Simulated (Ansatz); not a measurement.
Isolated molecules relaxed with PBE0-D4/def2-TZVP in Ansatz; ΔE leaves out vibrations. CCSD(T)/CBS adds triple-zeta CCSD(T) − MP2 to the extrapolated MP2 energy (def2 sets, frozen cores). Functionals use def2-TZVPP. For Mg outer-core shells are correlated without core-valence functions, which leaves a few kJ/mol of doubt a bond. One conformer a species, not always the lowest.

Reaction (substitution at a C–Mg bond): `[CH3][Mg][N](C)C` + `N[SiH](S)Cl` → `CN[SiH](S)Cl` + `C[N](C)[MgH]`

`[CH3][Mg][N](C)C`:

Cartesian coordinates in Å:
```
C 1.581 -1.964 1.957
Mg 0.552 -0.684 0.683
N -0.391 0.487 -0.484
C -1.229 1.572 -0.054
C -0.365 0.409 -1.919
H 2.579 -1.585 2.195
H 1.708 -2.957 1.514
H 1.052 -2.101 2.905
H -2.273 1.462 -0.398
H -1.262 1.649 1.039
H -0.881 2.550 -0.432
H -1.367 0.243 -2.352
H 0.271 -0.413 -2.268
H 0.024 1.332 -2.385
```

`N[SiH](S)Cl`:

Z-matrix (Å, degrees):
```
Si
S 1 2.123
Cl 1 2.069 2 107.8
N 1 1.694 2 105.5 3 124.8
H 1 1.477 2 115.1 3 -116.6
H 2 1.343 1 94.3 3 27.8
H 4 1.007 1 120.7 2 158.7
H 4 1.007 1 121.2 2 -50.3
```

`CN[SiH](S)Cl`:

Z-matrix (Å, degrees):
```
C
N 1 1.450
H 1 1.093 2 110.9
H 1 1.095 2 112.6 3 121.8
H 1 1.091 2 109.4 3 -118.4
Si 2 1.691 1 126.2 3 142.8
H 2 1.008 1 114.1 3 -57.6
Cl 6 2.072 2 115.4 1 63.8
S 6 2.127 2 107.2 1 -55.2
H 6 1.477 2 107.0 1 -178.7
H 9 1.343 6 94.5 2 150.3
```

`C[N](C)[MgH]`:

```xyz
11

C    -0.047    1.257   -0.411
N    -0.184   -0.079    0.105
C     1.011   -0.840   -0.143
Mg   -1.725   -0.745    0.992
H     0.134    1.271   -1.500
H     0.794    1.803    0.051
H    -0.949    1.853   -0.231
H     1.902   -0.392    0.331
H     0.926   -1.863    0.243
H     1.241   -0.923   -1.220
H    -3.103   -1.341    1.783
```

| level | ΔE (kJ/mol) |
| --- | --- |
| PBE0-D4 | 61.0 |
| B2PLYP | 68.2 |
| SCS-MP2/def2-QZVPP | 69.1 |
| CCSD/CBS(def2) | 71.5 |

Q: What does CCSD(T)/CBS give? (An estimate is asked.)

A: Ansatz gave: +72.2 kJ/mol. The listed levels differ from it by -11.2, -4.0, -3.1, -0.7 kJ/mol.

Largest T1 diagnostic among the species: 0.010.

In def2-TZVPP, CCSD(T) changes the Hartree–Fock value by +10.7 kJ/mol (the triples alone add +0.7 kJ/mol) and MP2 by +16.2 kJ/mol. The D4 term adds −8.3 kJ/mol with B3LYP and −4.6 kJ/mol with PBE0; it sums over pairs of atoms, weighted by their polarisabilities, and B3LYP, whose exchange is more repulsive, gets the larger term.

B3LYP here is the variant with VWN-RPA as its local correlation; programs differ in this.
